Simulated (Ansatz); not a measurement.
CaF, doublet, geometry from GFN2-xTB (such geometries of metal compounds can be far from the true shape) (the spin is typed, not shown lowest). Base run: B3LYP/def2-SV(P) (Ansatz, a first-principles code).

Here is a job for Ansatz.
Ansatz 0.2 input:
```yaml
crystal:
  periodic: [false, false, false]
  atoms:
    - {symbol: Ca, position_ang: [-0.00000000, -0.00000000, -0.57526226]}
    - {symbol: F, position_ang: [0.00000000, 0.00000000, 1.27836059]}
basis:
  gaussian:
    orbitals: def2-SV_P_.json
hamiltonian:
  xc: b3lyp
magnetization: {spin_polarized: true, initial_magnetization: 1}
```
The basis file holds def2-SV(P) in the JSON format of the Basis Set Exchange.

Each row names what was changed in the base input (with any setting that the change needs).

```json
[
 {"change": "base", "basis functions": "38", "E (Eh)": "-777.33370"},
 {"change": "basis = jorge-DZP-DKH; relativity = spin-free X2C; nucleus = Gaussian", "basis functions": "46", "E (Eh)": "-780.42177"},
 {"change": "basis = x2c-TZVPall; relativity = spin-free X2C", "basis functions": "67", "E (Eh)": "-780.52465"},
 {"change": "basis = x2c-SVPall; relativity = spin-free X2C; nucleus = Gaussian", "basis functions": "38", "E (Eh)": "-780.29482"},
 {"change": "basis = x2c-SVPall; relativity = spin-free X2C", "basis functions": "38", "E (Eh)": "-780.29580"},
 {"change": "basis = jorge-DZP-DKH; relativity = spin-free X2C", "basis functions": "46", "E (Eh)": "-780.42284"},
 {"change": "basis = x2c-TZVPall; relativity = none", "basis functions": "67", "E (Eh)": "-776.88386"},
 {"change": "basis = x2c-SVPall; relativity = none", "basis functions": "38", "E (Eh)": "-776.77075"},
 {"change": "basis = jorge-DZP-DKH; relativity = none", "basis functions": "46", "E (Eh)": "-776.85610"},
 {"change": "basis = x2c-TZVPall; relativity = spin-free X2C; nucleus = Gaussian", "basis functions": "67", "E (Eh)": "-780.52363"}
]
```

Totals shift with the method and basis; they matter in differences.

Ansatz warned in this series: the basis is contracted for relativity, which the run leaves out.

Basis sets contracted for a relativistic Hamiltonian are a mismatch without it, so the rows without relativity aren't non-relativistic limits. No row has spin-orbit coupling; sets with core potentials leave out the core electrons.
